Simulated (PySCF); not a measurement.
NMR data simulated for an unnamed compound:

$^{1}$H NMR (600 MHz, computed): δ 6.96 (br, 4H), 2.69 (qd, J = 10.1, 4.6 Hz, 2H), 2.02 (t, J = 4.6 Hz, 1H).

$^{13}$C{$^{1}$H} NMR (computed): δ 115.1 (C, q, J = 341.1 Hz), 51.1 (CH, q, J = 2.0 Hz), 36.9 (CH2, q, J = 29.9 Hz).

[PySCF: shielding tensors at HF/pcSseg-1 (GIAO); J couplings at B3LYP/pcJ-1 (spin–dipole term only in couplings to heteroatoms); geometry: PBE0-D3(BJ)/def2-SVP; one averaged value for each set of equivalent atoms; a single conformation; in vacuum; non-relativistic Hamiltonian]

References, each an isolated molecule treated in the same way: $^{1}$H (31.69 ppm) and $^{13}$C (190.85 ppm) vs TMS.

Question: Which of these does the molecule contain: a nitrile, an ester, a CF3 group, an N-methyl group?

Answer: 
- A nitrile: no.
- An ester: no.
- A CF3 group: yes (δC 115.1).
- An N-methyl group: no.

The data belong to SMILES FC(CC(B)B)(F)F, C3H7B2F3; they needn't prove each group on their own.

Carbon signals by region: 1 in the sp2 and nitrile region (100–160 ppm), 1 at 50–100 ppm, 1 below 50 ppm.

Hydrogens on boron are broadened and split by $^{11}$B (spin 3/2, 80 %) and 10B (spin 3). A carbon bonded to boron is broadened by the quadrupolar boron nucleus and is often missing from a measured spectrum. Common functionals overestimate the size of one-bond C–F couplings by tens of Hz; these are unscaled. Multiplet labels drop couplings under 1 Hz and merge nearly equal ones. Unscaled 3J(H,H) at this level run about 10 % above measured values. Shifts are as computed. Against solution values, carbons near 30 ppm lie about -0 ppm off and those near 130 ppm about +7 ppm. Of 1211 compounds with measured shifts, 218 miss one by over three times the rms of a fit or turn the order of signals round; such compounds aren't used in these exercises. Chain 3J(H,H) values assume equally populated staggered rotamers: (2 J gauche + J anti)/3. 3J across rotatable bonds or in flexible rings reflects this conformer alone.
